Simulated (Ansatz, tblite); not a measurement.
## Ligand exchange: C3H4BF + CH2ClF → C2HBF2 + C2H5Cl

Species: C3H4BF `C#CB(C)F`, singlet; CH2ClF (chlorofluoromethane) `FCCl`, singlet; C2HBF2 `C#CB(F)F`, singlet; C2H5Cl `CCCl`, singlet. The partners trade CH3 for F: B–CH3 and C–F bonds give way to B–F and C–CH3.

Shapes, held fixed at every level: PBE0-D4/def2-TZVP. Programs: Ansatz 0.2.0, tblite 0.8.0. The zero-point and thermal change to 298 K, harmonic and unscaled (PBE0-D4/def2-TZVP), is +4.1 kJ/mol.

**Question.** Estimate ΔH(298 K) of this reaction.

**Answer.** The highest level, CCSD(T)/CBS estimate, gives ΔH(298 K) = -184.4 kJ/mol; the levels span -189.5 to -162.0. The column of differences is taken from that level and isn't an error. No measured value is set beside it here. The CBS estimate extrapolates MP2 from def2-TZVPP and def2-QZVPP and adds CCSD(T) − MP2 in the triple-zeta set, cores frozen.

```tsv
level	kind	ΔH(298 K) (kJ/mol)	less CCSD(T)/CBS estimate
GFN2-xTB	semi-empirical	-162.0	+22.4
HF/def2-SVP	Hartree–Fock	-189.5	-5.1
HF/def2-TZVPP	Hartree–Fock	-187.0	-2.6
SPW92/def2-TZVPP	LDA	-172.1	+12.3
B3LYP-D4/def2-TZVPP	global hybrid	-175.9	+8.5
BHLYP-D4/def2-TZVPP	global hybrid	-182.5	+1.9
r2SCAN0-D4/def2-TZVPP	global hybrid	-180.4	+4.0
CCSD/def2-TZVPP	coupled cluster or CI	-185.5	-1.1
CCSD(T)/CBS estimate	coupled cluster or CI	-184.4	0.0
```
